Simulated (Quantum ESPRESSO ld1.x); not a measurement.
Results of a calculation; reference values are marked as such.
Problem. Isoelectronic series with 12 electrons, each ion in its NIST ground configuration. Level of theory: scalar-relativistic Kohn-Sham, LDA (Slater exchange, Perdew-Zunger correlation), spin-polarised, spherical densities, point nucleus (ld1.x of Quantum ESPRESSO 7.5). Total energies (hartree) and orbital eigenvalues (eV):

ion    configuration  E (hartree)        3s        2p
Pd34+       [Ne] 3s2   -4098.9818  -2150.61  -5051.31
Ag35+       [Ne] 3s2   -4294.2615  -2271.21  -5322.65
In37+       [Ne] 3s2   -4699.6052  -2522.97  -5887.32
Sn38+       [Ne] 3s2   -4909.7409  -2654.18  -6180.72
Sb39+       [Ne] 3s2   -5124.9024  -2788.97  -6481.52
Te40+       [Ne] 3s2   -5345.1288  -2927.39  -6789.75
I41+        [Ne] 3s2   -5570.4603  -3069.45  -7105.44
Xe42+       [Ne] 3s2   -5800.9388  -3215.20  -7428.63
Cs43+       [Ne] 3s2    -6036.607  -3364.66  -7759.34
Ba44+       [Ne] 3s2    -6277.510  -3517.87  -8097.61
La45+       [Ne] 3s2    -6523.695  -3674.86  -8443.46
Ce46+       [Ne] 3s2    -6775.207  -3835.68  -8796.93
Pr47+       [Ne] 3s2    -7032.098  -4000.36  -9158.05
Nd48+       [Ne] 3s2    -7294.418  -4168.94  -9526.86
Pm49+       [Ne] 3s2    -7562.220  -4341.46  -9903.39
Sm50+       [Ne] 3s2    -7835.558  -4517.97  -10287.7

Estimate the row of Cd36+ ([Ne] 3s2).

Solution. E (hartree) -4494.4575; 3s -2395.33; 2p -5601.31.
